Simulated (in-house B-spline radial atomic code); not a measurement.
Values are calculated unless marked as measured or tabulated.
**Making a Troullier-Martins s channel for As, r_c = 2.06 bohr**

As, [Ar] 3d10 4s2 4p3, non-relativistic LDA (VWN5), spherical and spin-unpolarised, from a B-spline radial code for spherical atoms (atomic units). The all-electron 4s level is ε = -0.523669 hartree, its outermost node lies just inside 0.76 bohr and its outer maximum at 1.64 bohr.

Inside r_c the pseudo-orbital is u(r) = r^1 exp(p(r)), with p = c0 + c2 r² + c4 r⁴ + … + c12 r¹². The seven coefficients follow from p and its first four derivatives at r_c, from zero curvature of the screened potential at the origin, c4 = −c2²/(2l + 5), and from the norm inside r_c. At r_c the all-electron orbital has P = 0.716647, P' = -0.3075582, the screened potential V = -0.7623102, V' = 0.8414963, V'' = -1.308351, and the norm inside is Q = 0.6094121.

Q: What are p, p' and p'' at r_c?

A: p = ln(P/r_c^1) = ln(0.716647/2.06) = -1.05588. p' = P'/P − 1/r_c = -0.42916 − 0.48544 = -0.91460. The radial equation gives p'' = 2(V − ε) − 2(1) p'/r_c − p'² = -0.47728 − (-0.88796) − 0.83649 = -0.42581. Differentiating, p''' = 2V' + 2(1)p'/r_c² − 2(1)p''/r_c − 2p'p'' = 0.88646, and p'''' = 2V'' − 4(1)p'/r_c³ + 4(1)p''/r_c² − 2(1)p'''/r_c − 2p''² − 2p'p''' = -2.2013.

For a trial c2 the five matching conditions are linear in c0, c6, c8, c10 and c12, and c2 is varied until the norm inside r_c equals Q. The root nearest zero gives:

```tsv
n	c_n
0	-1.067376
2	0.4578406
4	-0.0419236
6	-0.08998755
8	0.03275908
10	-0.004578133
12	0.0002358093
```

Q: Check c4 and p(r_c), and find the screened pseudopotential at the origin.

A: −c2²/5 = -0.0419236, as listed. The terms c_n r_c^n are -1.06738, 1.94289, -0.75497, -6.87679, 10.62355, -6.30029, 1.37711, which sum to -1.05588. Inverting the radial equation, V_l(r) = ε + 1 p'/r + (p'' + p'²)/2, so V_l(0) = ε + (2l + 3) c2 = -0.523669 + 3 × (0.457841) = 0.8499 hartree, finite where the all-electron potential diverges.

Orbitals and screened potentials:

```
r (bohr)        P        u  V all-electron  V pseudo
   0.206   0.1224  0.07223          -82.13    0.8462
   0.515  -0.3541   0.1991          -16.06    0.7196
   0.824   0.1389   0.3711          -5.851    0.1452
   1.133   0.5775   0.5826          -2.898    -0.887
   1.442   0.7691   0.7512          -1.696    -1.556
   1.751   0.7876    0.786            -1.1    -1.232
    2.06   0.7166   0.7166         -0.7623   -0.7623
```

Logarithmic derivatives P'/P at R = 2.36 bohr, for energies E around ε:

```
E − ε (hartree)  all-electron     pseudo
           -0.5       0.59362    0.58811
          -0.25      0.143316   0.140576
           -0.1     -0.242284  -0.243006
              0     -0.586779   -0.58678
            0.1      -1.04975    -1.0514
           0.25      -2.18805   -2.21207
            0.5      -11.3018   -13.0053
```

Q: With P(R) = 0.6142231 and a norm of 0.7430361 inside R, what slope in energy does norm conservation fix?

A: d(P'/P)/dE = −2 × (norm inside R)/P(R)² = -3.9390 per hartree·bohr at E = ε, for both atoms, since orbital and norm agree at R. Differences over ±0.1 hartree give -4.0373 (all-electron) and -4.0420 (pseudo), which also hold third-order terms. Half a hartree below ε the two curves differ by -0.0055.
